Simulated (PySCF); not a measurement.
SiFH2I, SMILES F[SiH2]I. Atoms are numbered in the order given.

```xyz
5

Si     0.5195     1.5058     0.0000
F     -0.8268     2.3672     0.0000
I     -0.0446    -0.8684     0.0000
H      1.2672     1.8193     1.2279
H      1.2672     1.8193    -1.2279
```
Charge 0, spin multiplicity 1.

Geometry optimised at B3LYP-D3(BJ)/def2-TZVP. The def2 effective core potentials stand for the cores of I; spin–orbit coupling is left out.

All values below come from TDA-LC-ωPBE/def2-SVPD run with PySCF 2.14.0.

Vertical excitations. Isolated molecule, no solvent. State labels are in the subgroup Cs.

Q: Estimate the UV-visible absorptions. (Estimate from the structure and the level; the computed values follow.)

A: 
| state | symmetry | energy (eV) | λ (nm) | f | main pairs |
|---|---|---|---|---|---|
| S1 | A" | 6.14 | 202 | 0.008 | HOMO→LUMO 82 % |
| S2 | A' | 6.31 | 196 | 0.005 | HOMO−1→LUMO 83 % |
| S3 | A" | 6.99 | 177 | 0.000 | HOMO→LUMO+1 81 % |
| S4 | A' | 7.37 | 168 | 0.006 | HOMO−1→LUMO+1 72 % |
| S5 | A" | 7.85 | 158 | 0.113 | HOMO→LUMO+2 61 %, HOMO→LUMO+5 15 %, HOMO→LUMO+4 11 % |
| S6 | A' | 8.02 | 155 | 0.161 | HOMO−1→LUMO+2 61 %, HOMO−1→LUMO+5 14 % |
| S7 | A' | 8.26 | 150 | 0.038 | HOMO→LUMO+6 47 %, HOMO−2→LUMO 30 %, HOMO→LUMO+3 9 % |
| S8 | A" | 8.40 | 148 | 0.001 | HOMO−1→LUMO+6 65 %, HOMO−1→LUMO+3 27 % |
| S9 | A' | 8.47 | 146 | 0.015 | HOMO−2→LUMO+1 81 % |
| S10 | A" | 8.65 | 143 | 0.001 | HOMO→LUMO+4 56 %, HOMO−3→LUMO 14 % |
| T1 | A" | 5.56 | 223 | 0 | HOMO→LUMO 79 % |
| T2 | A' | 5.69 | 218 | 0 | HOMO−1→LUMO 78 % |
| T3 | A' | 6.67 | 186 | 0 | HOMO−1→LUMO+1 46 %, HOMO−2→LUMO 27 % |
| T4 | A" | 6.76 | 184 | 0 | HOMO→LUMO+1 79 % |
Triplets are in the Tamm–Dancoff approximation.
